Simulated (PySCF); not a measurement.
## Correlation energy of Cr²⁺ (chromium, charge +2)

[Ar] 3d4, high-spin 5D determinant. Calculation: PySCF 2.14, in x2c-TZVPPall with one added diffuse shell each of s, p, d, f type (7s6p5d3f1g, 80 functions); the spin-free X2C one-electron Hamiltonian (Gaussian nucleus). Frozen: [Ne]; 12 electrons correlated.

```tsv
level	correlation energy (mhartree)
CCSD	-340.15
(T)	-6.02
CCSD(T)	-346.17
```

Diagnostics: T1 = 0.0054, D1 = 0.0136, largest double amplitude 0.023.

Cost of the coupled-cluster step: roughly 27 core-seconds, for 12 correlated electrons.

Iterations:

```
CC2 = 0
CCSD nocc = (np.int64(8), np.int64(4)), nmo = (75, 75)
frozen orbitals [[0, 1, 2, 3, 4], [0, 1, 2, 3, 4]]
max_cycle = 100
direct = 0
conv_tol = 1e-08
conv_tol_normt = 1e-06
diis_space = 8
diis_start_cycle = 0
Init t2, MP2 energy = -0.325661425013498
Init E_corr(UCCSD) = -0.325661425078532
cycle = 1  E_corr(UCCSD) = -0.335781156472973  dE = -0.0101197314  norm(t1,t2) = 0.0318113
cycle = 2  E_corr(UCCSD) = -0.339479765211504  dE = -0.00369860874  norm(t1,t2) = 0.00644555
cycle = 3  E_corr(UCCSD) = -0.339916552042556  dE = -0.000436786831  norm(t1,t2) = 0.00271597
cycle = 4  E_corr(UCCSD) = -0.340175814605429  dE = -0.000259262563  norm(t1,t2) = 0.000764799
cycle = 5  E_corr(UCCSD) = -0.340145226553105  dE = 3.05880523e-05  norm(t1,t2) = 0.000165146
cycle = 6  E_corr(UCCSD) = -0.340143751380294  dE = 1.47517281e-06  norm(t1,t2) = 3.88275e-05
cycle = 7  E_corr(UCCSD) = -0.340145515974079  dE = -1.76459379e-06  norm(t1,t2) = 1.4669e-05
cycle = 8  E_corr(UCCSD) = -0.340145434520085  dE = 8.14539934e-08  norm(t1,t2) = 3.16899e-06
cycle = 9  E_corr(UCCSD) = -0.340145383250996  dE = 5.1269089e-08  norm(t1,t2) = 1.32952e-06
cycle = 10  E_corr(UCCSD) = -0.340145395806196  dE = -1.25551999e-08  norm(t1,t2) = 7.54436e-07
cycle = 11  E_corr(UCCSD) = -0.340145401168891  dE = -5.3626949e-09  norm(t1,t2) = 2.66058e-07
UCCSD converged
E(UCCSD) = -1049.211383009075  E_corr = -0.3401454011688912
UCCSD(T) correction = -0.00601806382943199
```

This basis was not built for core-valence correlation, so the inner-shell part is incomplete.
